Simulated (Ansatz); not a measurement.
Frontier orbitals of `C#[C][Al]([Cl])[Cl]`.

```xyz
6

C    -0.423   -1.031   -1.562
C    -0.158   -0.379   -0.580
Al    0.257    0.629    0.951
Cl    1.176   -0.264    2.583
Cl   -0.195    2.652    1.037
H    -0.658   -1.607   -2.430
```

The species carries charge 0 and has multiplicity 1. The structure was optimised at the PBE0-D4/def2-TZVP level. Basis def2-TZVPP, Ansatz 0.2.0.

Problem. Compute the vertical ionisation energy as the energy of the cation minus that of the neutral molecule, at each level. (Best estimate.)

Solution. Computed: 
| level | IE (eV) | difference from CCSD(T)/CBS(def2) |
| --- | --- | --- |
| PBE-D4/def2-TZVPP | 10.28 | -1.05 |
| r2SCAN-D4/def2-TZVPP | 10.45 | -0.88 |
| PBE0-D4/def2-TZVPP | 10.74 | -0.60 |
| B3LYP-D4/def2-TZVPP | 10.65 | -0.68 |
| ωB97X-V/def2-TZVPP | 11.08 | -0.25 |
| ωB97M-V/def2-TZVPP | 11.04 | -0.30 |
| B2PLYP/def2-TZVPP | 11.07 | -0.27 |
| HF/def2-TZVPP | 9.71 | -1.62 |
| MP2/def2-TZVPP | 11.48 | 0.14 |
| CCSD/def2-TZVPP | 11.07 | -0.26 |
| CCSD(T)/def2-TZVPP | 11.19 | -0.14 |
| HF/def2-QZVPP | 9.71 | -1.63 |
| MP2/def2-QZVPP | 11.55 | 0.22 |
| HF/CBS(def2) | 9.70 | -1.63 |
| MP2/CBS(def2) | 11.61 | 0.28 |
| CCSD/CBS(def2) | 11.21 | -0.13 |
| CCSD(T)/CBS(def2) | 11.33 | 0.00 |

B3LYP here is the variant with VWN-RPA as its local correlation; programs differ in this.
